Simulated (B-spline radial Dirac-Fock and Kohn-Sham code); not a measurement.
**Ionisation energies of iodine ions, computed and tabulated**

These are calculated numbers from a B-spline atomic structure program; the model is relaxed Dirac-Fock hole states (ΔSCF) with Breit and QED corrections and a finite nucleus. Each value is the difference of the configuration-average energies of two neighbouring ions in their tabulated ground configurations. The model has no electron correlation. NIST's values refer to the lowest levels; many for high charge states are themselves semi-empirical or theoretical. Where a p, d or f shell is open in either ion the computed value averages over both j values and all terms, while the table refers to the lowest levels; that difference holds spin-orbit splitting (largest in heavy or highly charged ions), term energies where several electrons share open shells, and correlation, and it can reach 10 % or more.

```csv
ion,configuration,computed (eV),NIST (eV),kind,NIST − computed (eV)
I²⁶⁺,[Ar] 3d9,1481.7,1472 ± 4,theoretical,-9.66
I²⁷⁺,[Ar] 3d8,1562.4,1553 ± 4,theoretical,-9.43
I²⁸⁺,[Ar] 3d7,1644.8,1639 ± 4,theoretical,-5.80
I²⁹⁺,[Ar] 3d6,1728.7,1720 ± 4,theoretical,-8.74
I³⁰⁺,[Ar] 3d5,1814.2,1812 ± 4,theoretical,-2.25
I³¹⁺,[Ar] 3d4,1901.3,1911 ± 4,theoretical,+9.68
I³²⁺,[Ar] 3d3,1990.0,1999 ± 4,theoretical,+9.04
I³³⁺,[Ar] 3d2,2080.2,2093 ± 5,theoretical,+12.85
I³⁴⁺,[Ar] 3d1,2171.9,2181 ± 5,theoretical,+9.11
I³⁵⁺,[Ne] 3s2 3p6,2454.5,2431 ± 5,theoretical,-23.52
I³⁶⁺,[Ne] 3s2 3p5,2536.9,2510 ± 5,theoretical,-26.86
I³⁷⁺,[Ne] 3s2 3p4,2620.1,2598 ± 4,theoretical,-22.11
I³⁸⁺,[Ne] 3s2 3p3,2704.3,2680 ± 4,theoretical,-24.25
I³⁹⁺,[Ne] 3s2 3p2,2789.3,2836 ± 4,theoretical,+46.70
I⁴⁰⁺,[Ne] 3s2 3p1,2875.3,2926 ± 4,theoretical,+50.74
I⁴¹⁺,[Ne] 3s2,3096.3,3096 ± 4,theoretical,-0.34
I⁴²⁺,[Ne] 3s1,3184.4,3185.5 ± 0.5,semi-empirical,+1.11
I⁴³⁺,[He] 2s2 2p6,7440.4,7337 ± 4,theoretical,-103.37
I⁴⁴⁺,[He] 2s2 2p5,7675.0,7563 ± 4,theoretical,-112.01
I⁴⁵⁺,[He] 2s2 2p4,7912.7,7811 ± 4,theoretical,-101.72
I⁴⁶⁺,[He] 2s2 2p3,8153.5,8044 ± 4,theoretical,-109.49
I⁴⁷⁺,[He] 2s2 2p2,8397.3,8601 ± 4,theoretical,+203.68
I⁴⁸⁺,[He] 2s2 2p1,8644.2,8867 ± 4,theoretical,+222.78
I⁴⁹⁺,[He] 2s2,9196.4,9196 ± 4,theoretical,-0.36
I⁵⁰⁺,[He] 2s1,9420.9,9421.1 ± 0.04,theoretical,+0.24
I⁵¹⁺,1s2,38714.4,38717 ± 0.03,theoretical,+2.61
I⁵²⁺,1s1,39721.6,39721.55 ± 0.017,theoretical,-0.07
```

Q: Where in this range is the largest relative jump, and why?

A: From I⁵⁰⁺ (9420.9 eV) to I⁵¹⁺ (38714.4 eV), a factor of 4.11. The configuration goes from [He] 2s1 to 1s2, so the next electron comes out of a deeper subshell.
